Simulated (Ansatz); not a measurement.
Cost and result for the atomization energy of B$_{2}$FH$_{5}$Si, SMILES `B[SiH](B)F` (9 atoms, 8 bonds).

Z-matrix (Å, degrees):
```
Si
B 1 2.000
F 1 1.612 2 113.1
B 1 2.000 2 108.9 3 126.7
H 1 1.497 2 107.3 3 -117.5
H 2 1.194 1 123.4 3 -8.0
H 2 1.196 1 118.3 3 173.2
H 4 1.194 1 123.4 2 -118.7
H 4 1.196 1 118.3 2 60.1
```

The species carries charge 0 and has multiplicity 1. Geometry: relaxed with PBE0-D4/def2-TZVP. Program: Ansatz. All runs use 2 threads of an Intel Xeon on a shared host. Times are those of one run each, without the atoms' runs, and a repeat can differ threefold. Electronic energies, without spin–orbit coupling; frozen cores. CCSD(T)/CBS adds CCSD(T) − MP2 in def2-TZVPP to the MP2 limit, and its time is that of the two runs behind it. T1 = 0.013. HSE06 is the plane-wave form, built on full-range PBE exchange.

CCSD(T)/CBS is a level of theory with its own doubt, some kJ/mol a heavy atom from the limit and from the frozen cores, so smaller differences don't rank the functionals.

```json
{"level": "BLYP-D4/def2-TZVPP", "functions": "205", "wall time": "16 s", "atomization (kcal/mol)": "708.2", "difference from CCSD(T)/CBS": "0.2", "per bond": "0.0"}
{"level": "PBE0-D4/def2-TZVPP", "functions": "205", "wall time": "19 s", "atomization (kcal/mol)": "708.3", "difference from CCSD(T)/CBS": "0.3", "per bond": "0.0"}
{"level": "HSE06-D4/def2-TZVPP", "functions": "205", "wall time": "21 s", "atomization (kcal/mol)": "708.6", "difference from CCSD(T)/CBS": "0.6", "per bond": "0.1"}
{"level": "CAM-B3LYP-D4/def2-TZVPP", "functions": "205", "wall time": "24 s", "atomization (kcal/mol)": "717.0", "difference from CCSD(T)/CBS": "9.0", "per bond": "1.1"}
{"level": "CCSD(T)/def2-SVP", "functions": "85", "wall time": "25 s", "atomization (kcal/mol)": "667.1", "difference from CCSD(T)/CBS": "-40.9", "per bond": "-5.1"}
{"level": "r2SCANh-D4/def2-TZVPP", "functions": "205", "wall time": "31 s", "atomization (kcal/mol)": "712.4", "difference from CCSD(T)/CBS": "4.4", "per bond": "0.6"}
{"level": "PBE-QIDH/def2-TZVPP", "functions": "205", "wall time": "37 s", "atomization (kcal/mol)": "705.9", "difference from CCSD(T)/CBS": "-2.1", "per bond": "-0.3"}
{"level": "ωB97X-V/def2-TZVPP", "functions": "205", "wall time": "43 s", "atomization (kcal/mol)": "715.1", "difference from CCSD(T)/CBS": "7.1", "per bond": "0.9"}
{"level": "B97M-V/def2-TZVPP", "functions": "205", "wall time": "49 s", "atomization (kcal/mol)": "717.5", "difference from CCSD(T)/CBS": "9.5", "per bond": "1.2"}
{"level": "ωB97M-V/def2-TZVPP (with forces)", "functions": "205", "wall time": "60 s", "atomization (kcal/mol)": "712.5", "difference from CCSD(T)/CBS": "4.5", "per bond": "0.6"}
{"level": "MP2/def2-QZVPP", "functions": "391", "wall time": "100 s", "atomization (kcal/mol)": "709.4", "difference from CCSD(T)/CBS": "1.4", "per bond": "0.2"}
{"level": "CCSD(T)/def2-TZVPP", "functions": "205", "wall time": "3.9 min", "atomization (kcal/mol)": "691.7", "difference from CCSD(T)/CBS": "-16.3", "per bond": "-2.0"}
{"level": "CCSD(T)/CBS(def2)", "functions": "–", "wall time": "5.6 min", "atomization (kcal/mol)": "708.0", "difference from CCSD(T)/CBS": "0.0", "per bond": "0.0"}
```

The D4 term adds +5.6 kcal/mol with B3LYP and +2.9 kcal/mol with PBE0; it sums over pairs of atoms, weighted by their polarisabilities, and B3LYP, whose exchange is more repulsive, gets the larger term. From BLYP to BHLYP (50 % exact exchange), in def2-TZVPP and without D4, the atomization energy moves by −2.3 kcal/mol: exact exchange takes away binding that semilocal exchange gives to molecules. At CCSD(T), def2-SVP lies −40.9 kcal/mol from the extrapolated value and def2-TZVPP −16.2 kcal/mol: correlation converges slowly with the basis, and small sets miss more of it in the bonded molecule than in its fragments.

B3LYP here is the variant with VWN-RPA as its local correlation; programs differ in this.
